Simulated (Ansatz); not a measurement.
Stepwise reaction of `B[Si](F)(F)F` with water, as a gas-phase model of exchange steps in deposition or etching. ΔE in kJ/mol.

Program: Ansatz. Geometries: PBE0-D4/def2-TZVP. ΔE: electronic, gas phase. CBS: MP2 limit from def2 TZ/QZ plus the TZ coupled-cluster correction, frozen cores. This one scheme is used for every species. DFT in def2-TZVPP. B3LYP here is the variant with VWN-RPA as its local correlation; programs differ in this. Each species was taken in one conformer, which may not be the lowest.

```tsv
step	reaction	PBE-D4	B3LYP-D4	ωB97M-V	CCSD(T)/CBS
1	`B[Si](F)(F)F` + H₂O → `B[Si](O)(F)F` + H–F	35.3	37.1	37.1	37.5
2	`B[Si](O)(F)F` + H₂O → `B[Si](O)(O)F` + H–F	40.3	43.6	43.4	43.2
```

Question: By hand: ΔE of the 2 steps together at CCSD(T)/CBS.

Answer: (37.5) + (43.2) = 80.7 kJ/mol, or 40.4 kJ/mol a step.

In ΔE each step is higher than the one before. All are uphill at CCSD(T)/CBS. PBE-D4 differs from CCSD(T)/CBS by -2.9 to -2.2 kJ/mol a step. Isolated molecules leave out the surface, adducts and barriers. Largest T1 diagnostic: 0.012.
